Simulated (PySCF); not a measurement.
Question: What does the PBE0-D3(BJ)/def2-SVP structure of `C#C[Si@@H](O)S[SiH3]` look like in three dimensions?

Answer: 
```
atom  x, y, z in Å
C1     1.1648   -1.2596    1.2665
C2     1.1480   -0.4755    0.3351
Si3    1.0598    0.7107   -1.0623
O4     2.1682    0.3675   -2.2389
S5    -0.9132    0.5944   -1.9015
Si6   -2.0909    0.1644   -0.1489
H7     1.1862   -1.9526    2.0893
H8     1.3855    2.0736   -0.5858
H9     2.1007   -0.4943   -2.6620
H10   -1.6853    1.0329    0.9942
H11   -3.4922    0.4785   -0.5492
H12   -1.9938   -1.2686    0.2485
```

Any rigid rotation of these coordinates is as good. Atoms count from 1 in this order. Si6 (SiH3 silicon) is distorted tetrahedral (angles from 104.7° to 111.9°). S5 (sulfur bonded to 2 Si) is bent (angle 101.3°). Of the pairs four or more bonds apart, C1···Si6 is among the closest relative to their van der Waals radii: 3.83 Å, 101 % of the sum of Bondi's values. Si3 (oxygen-bound silicon) is distorted tetrahedral (angles from 105.8° to 112.2°).

Bonds between heavy atoms (Å): C1≡C2 1.218, C2–Si3 1.835, Si3–O4 1.652, Si3–S5 2.147, S5–Si6 2.155.

Level of theory: PBE0-D3(BJ)/def2-SVP geometry optimisation, gas phase (PySCF 2.14.0).

Point group: C1 (no symmetry element, even within 0.4 Å). Whether it is a minimum is left open (no frequencies). One conformer, not necessarily the lowest (C2–Si3–O4–H 60°, C2–Si3–S5–Si6 33°).

Time: 2.5 min; peak memory 0.53 GiB. Hardware: Arm Neoverse N1, one thread (shared host). That covers the optimisation of the geometry.
